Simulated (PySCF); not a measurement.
# Pt⁶⁶⁺: ionisation energy

Pt⁶⁶⁺ [Ne] 3s2 (1S) → Pt⁶⁷⁺ [Ne] 3s1 (2S), as a difference of total energies. Computed with PySCF 2.14 in an even-tempered Gaussian basis (17 s from 20 bohr⁻², ratio 2.5; 12 p from 26 bohr⁻², ratio 2.5; 4 d from 95 bohr⁻², ratio 2.7; 4 f from 140 bohr⁻², ratio 2.7), with the spin-free X2C one-electron Hamiltonian (Gaussian nucleus). Correlated levels: outer shells: 1s2 frozen; virtual orbitals above 40 to 60 times the deepest correlated orbital energy dropped. The calculations carry no spin-orbit coupling.

```tsv
method	ionisation energy (eV)
UHF	7963.6
MP2 (outer shells)	7967.0
SCS-MP2 (outer shells)	7967.3
CCSD (outer shells)	7967.3
CCSD(T) (outer shells)	7967.3
```

How much does correlation contribute at CCSD(T) (outer shells)?

7967.3 − (7963.6) = 3.7 eV, measured against UHF.

Breit and QED terms and the two-electron picture change are absent.

For comparison: 7960 ± 40 eV (theoretical estimate listed by NIST; NIST Atomic Spectra Database, ionization energies).
